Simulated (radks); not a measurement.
Results of a calculation; reference values are marked as such.
Q: Pr, 59 electrons, occupied as [Xe] 4f3 6s2. Code: a radial shooting solver on a logarithmic mesh with Libxc functionals. Model: scalar-relativistic Kohn-Sham, BLYP, spin-unpolarised, spherical densities, finite nucleus; Fermi nuclear charge, rms radius 4.8919 fm. Some entries of the table are withheld. Estimate them.

| orbital | occ. | eigenvalue (eV) | r(max) (bohr) |
|---|---|---|---|
| 1s | 2 | -41817.52 | 0.01541 |
| 2s | 2 | -6727.436 | 0.08725 |
| 2p | 6 | -6020.266 | 0.07027 |
| 3s | 2 | -1450.972 | 0.2491 |
| 3p | 6 | -1226.973 | 0.2439 |
| 3d | 10 | (1) | 0.2005 |
| 4s | 2 | -288.0630 | 0.5788 |
| 4p | 6 | -214.8766 | 0.6042 |
| 4d | 10 | -110.2166 | 0.6354 |
| 5s | 2 | (2) | 1.351 |
| 5p | 6 | -21.2151 | 1.533 |
| 6s | 2 | -3.3188 | 3.792 |
| 4f | 3 | -1.0293 | 0.6920 |

A: 
(1) 3d eigenvalue (eV): -912.2783
(2) 5s eigenvalue (eV): -38.7847
